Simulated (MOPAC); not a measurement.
MOPAC input (PM6):

```
PM6 1SCF CHARGE=1 GEO-OK AUX(PRECISION=9) THREADS=1
CClF2

F    -1.12166388 1   -0.97894471 1    0.01107268 1
C    -0.37832909 1    0.02860251 1    0.00230053 1
F    -0.96179234 1    1.13645859 1    0.00159634 1
Cl    1.23653415 1   -0.09348471 1   -0.00751908 1
```

What heat of formation does the run end on, and which ionisation energy by Koopmans theorem?

133.15 kcal/mol; 18.64 eV.
